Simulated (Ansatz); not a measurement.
`N[SiH2][SiH2]N` + `N=C(F)S` → `N=C(F)S[SiH2]N` + `N[SiH3]`  (cleavage of the Si–Si bond)

Program: Ansatz. Geometries: PBE0-D4/def2-TZVP. ΔE: electronic, gas phase. CCSD(T)/CBS is the MP2 limit (def2-TZVPP, def2-QZVPP) plus CCSD(T) − MP2 in def2-TZVPP, frozen cores. This one scheme is used for every species. Functionals use def2-TZVPP. HSE06 is defined as in plane-wave codes. Each species was taken in one conformer, which may not be the lowest.

`N[SiH2][SiH2]N`:

Cartesian coordinates in Å:
```
N -1.835 -0.169 -0.234
Si -0.445 -0.668 -1.135
Si 1.379 0.033 0.171
N 0.665 0.965 1.441
H -1.827 -0.326 0.762
H -2.759 -0.305 -0.612
H -0.352 -2.132 -1.432
H -0.493 0.013 -2.459
H 2.390 0.747 -0.671
H 2.105 -1.108 0.797
H -0.067 1.613 1.191
H 1.239 1.339 2.181
```

`N=C(F)S`:

```xyz
6

N    -0.317    0.132   -1.211
C    -0.548    0.137    0.011
F    -1.776    0.427    0.436
S     0.436   -0.171    1.441
H     0.642   -0.099   -1.437
H     1.563   -0.425    0.760
```

`N=C(F)S[SiH2]N`:

Z-matrix (Å, degrees):
```
Si
S 1 2.178
N 1 1.704 2 108.3
H 1 1.479 2 108.8 3 -118.4
H 1 1.479 2 108.7 3 118.5
C 2 1.746 1 101.4 3 -179.8
H 3 1.007 1 121.2 2 75.0
H 3 1.007 1 121.1 2 -75.4
F 6 1.358 2 112.9 1 -0.3
N 6 1.244 2 124.1 1 179.7
H 10 1.017 6 112.0 2 180.0
```

`N[SiH3]`:

Z-matrix (Å, degrees):
```
Si
N 1 1.720
H 1 1.486 2 107.9
H 1 1.494 2 116.0 3 -120.3
H 1 1.486 2 107.9 3 119.4
H 2 1.007 1 119.6 3 -168.6
H 2 1.007 1 119.6 3 49.2
```

CCSD(T)/CBS gives -78.7 kJ/mol.

(1) Another level gave -74.2 kJ/mol. Which?
A. HSE06/def2-TZVPP
B. MP2/def2-TZVPP
C. LC-ωPBE/def2-TZVPP
D. LDA (SPW92)/def2-TZVPP

Largest T1 diagnostic among the species: 0.014.

Answers

(1) C. LC-ωPBE -74.2, HSE06 -69.9, MP2/def2-TZVPP -86.3, LDA (SPW92) -65.9 kJ/mol.

From PBE to PBE0 (25 % exact exchange), in def2-TZVPP and without D4, ΔE moves by −4.0 kJ/mol. Leaving LDA and LC-ωPBE aside and taking each functional with its dispersion term where it has one, the values, not all of them listed here, spread over 16.6 kJ/mol, from ωB97M-V to PBE-D4.

CCSD(T)/CBS has its own doubt, a few kJ/mol and more with outer-core shells, so smaller differences from it don't rank the levels.
